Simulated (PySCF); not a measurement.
**Telling isomers of C7H11N3 apart by NMR**

[PySCF 2.14: PBE0/pcSseg-1 with gauge-including orbitals; geometry: GFN2-xTB; fast rotation and ring inversion assumed for equivalent nuclei; single conformer; no solvent model; relativity neglected]

Scale: ¹H (σ = 31.72 ppm) and ¹³C (σ = 186.93 ppm) vs TMS (reference shieldings calculated alike). Where no couplings were computed, multiplicities follow the n + 1 count of equivalent neighbours, and m marks all less simple cases (inequivalent or close neighbours, rings, F or P nearby). Shifts are as computed. Against solution values, carbons near 30 ppm lie about +3 ppm off and those near 130 ppm about +5 ppm. Of 1211 compounds with measured shifts, 218 miss one by over three times the rms of a fit or turn the order of signals round; such compounds aren't used in these exercises.

(1) Tabulate the signals of `Cc1cnn(C2CCC2)n1`, `CC(C)(C)c1nccnn1`, `C=CCn1cc(CC)nn1` and their relative energies.

(2) What is the quickest way to tell Cc1cnn(C2CCC2)n1 from CC(C)(C)c1nccnn1?

(3) What is the quickest way to tell Cc1cnn(C2CCC2)n1 from C=CCn1cc(CC)nn1?

(4) What is the quickest way to tell CC(C)(C)c1nccnn1 from C=CCn1cc(CC)nn1?

Answers

(1) 
```json
{"SMILES": "Cc1cnn(C2CCC2)n1", "carbon types": "1×C 2×CH 3×CH2 1×CH3", "δC": "146.7, 139.0, 57.1, 32.1, 14.4, 12.8", "δH": "7.57 (s, 1H), 5.01 (m, 1H), 2.90 (m, 2H), 2.51 (m, 2H), 2.44 (s, 3H), 1.94 (m, 1H), 1.83 (m, 1H)", "E rel. (kcal/mol)": "1.8"}
{"SMILES": "CC(C)(C)c1nccnn1", "carbon types": "2×C 2×CH 3×CH3", "δC": "183.5, 153.4, 152.2, 41.5, 31.6", "δH": "9.48 (d, 1H), 8.59 (d, 1H), 1.65 (s, 9H)", "E rel. (kcal/mol)": "0.0"}
{"SMILES": "C=CCn1cc(CC)nn1", "carbon types": "1×C 2×CH 3×CH2 1×CH3", "δC": "156.6, 145.3, 126.4, 124.5, 56.1, 24.2, 20.8", "δH": "7.40 (s, 1H), 6.22 (m, 1H), 5.75 (m, 1H), 5.55 (m, 1H), 5.05 (d, 2H), 2.90 (q, 2H), 1.24 (t, 3H)", "E rel. (kcal/mol)": "10.8"}
```

Energies are electronic energies at PBE0/pcSseg-1 on these geometries, without zero-point or thermal terms, each for the one conformer computed, which needn't be the lowest.

(2) Count the carbon signals: 6 against 5. The first has an sp3 CH bonded to N at 57.1 ppm, the second a quaternary sp3 carbon on an aromatic ring (C) at 41.5 ppm. Their most deshielded carbons lie at 146.7 and 183.5 ppm. In the proton spectra the most deshielded non-exchanging signals are 7.57 (s, 1H) and 9.48 (d, 1H).

(3) Count the carbon signals: 6 against 7. The first has an sp3 CH bonded to N at 57.1 ppm, the second a terminal =CH2 carbon at 124.5 ppm. Their most deshielded carbons lie at 146.7 and 156.6 ppm.

(4) Count the carbon signals: 5 against 7. The first has a quaternary sp3 carbon on an aromatic ring (C) at 41.5 ppm, the second a terminal =CH2 carbon at 124.5 ppm. Their most deshielded carbons lie at 183.5 and 156.6 ppm. In the proton spectra the most deshielded non-exchanging signals are 9.48 (d, 1H) and 7.40 (s, 1H).
